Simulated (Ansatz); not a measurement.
`Brc1cccc2cc3ccccc3cc12` with charge +1. Charge 1, multiplicity 2. Geometry PBE0-D4/def2-SVP; atoms count from 1.

Cartesian coordinates in Å:
```
Br -2.392 0.207 -3.376
C -2.068 0.941 -1.696
C -2.883 1.992 -1.273
C -2.687 2.583 -0.022
C -1.678 2.135 0.822
C -0.838 1.075 0.425
C 0.187 0.612 1.271
C 1.039 -0.443 0.901
C 2.068 -0.908 1.750
C 2.889 -1.951 1.348
C 2.707 -2.558 0.094
C 1.705 -2.123 -0.761
C 0.853 -1.062 -0.381
C -0.171 -0.601 -1.229
C -1.023 0.452 -0.861
H -3.678 2.352 -1.929
H -3.337 3.405 0.286
H -1.528 2.599 1.799
H 0.322 1.089 2.246
H 2.211 -0.437 2.726
H 3.682 -2.306 2.009
H 3.361 -3.379 -0.208
H 1.566 -2.596 -1.736
H -0.307 -1.077 -2.203
```

(1) Estimate the Mulliken populations from the PBE0/def2-SVP orbitals of Ansatz.

(2) Where does the spin sit?

(3) And the Mayer bond orders between heavy atoms (over 0.3)?

## Answers

(1) 
| atom | charge (e) | spin (α − β) |
| --- | --- | --- |
| Br1 | 0.12 | 0.04 |
| C2 | -0.07 | 0.15 |
| C3 | 0.05 | 0.05 |
| C4 | 0.02 | 0.02 |
| C5 | 0.03 | 0.18 |
| C6 | 0.01 | -0.09 |
| C7 | 0.03 | 0.31 |
| C8 | 0.02 | -0.09 |
| C9 | 0.02 | 0.16 |
| C10 | 0.02 | 0.01 |
| C11 | 0.02 | 0.04 |
| C12 | 0.02 | 0.14 |
| C13 | 0.02 | -0.07 |
| C14 | 0.02 | 0.30 |
| C15 | 0.05 | -0.09 |
| H16 | 0.08 | 0.00 |
| H17 | 0.08 | 0.00 |
| H18 | 0.06 | -0.01 |
| H19 | 0.05 | -0.01 |
| H20 | 0.06 | -0.01 |
| H21 | 0.08 | 0.00 |
| H22 | 0.08 | 0.00 |
| H23 | 0.06 | -0.01 |
| H24 | 0.06 | -0.01 |
Mulliken values depend strongly on the basis.

(2) Summed by element: Br 0.04, C 1.02, H -0.06, of 1 unpaired in all. Largest on single atoms: C7 0.31, C14 0.30, C5 0.18.

(3) Br1–C2 1.13 (1.86 Å); C2–C3 1.39 (1.40 Å); C2–C15 1.27 (1.42 Å); C3–C4 1.36 (1.40 Å); C4–C5 1.37 (1.39 Å); C5–C6 1.28 (1.41 Å); C6–C7 1.27 (1.41 Å); C6–C15 1.18 (1.44 Å); C7–C8 1.28 (1.41 Å); C8–C9 1.26 (1.41 Å); C8–C13 1.18 (1.44 Å); C9–C10 1.41 (1.39 Å); C10–C11 1.32 (1.40 Å); C11–C12 1.41 (1.39 Å); C12–C13 1.27 (1.41 Å); C13–C14 1.28 (1.41 Å); C14–C15 1.30 (1.40 Å).
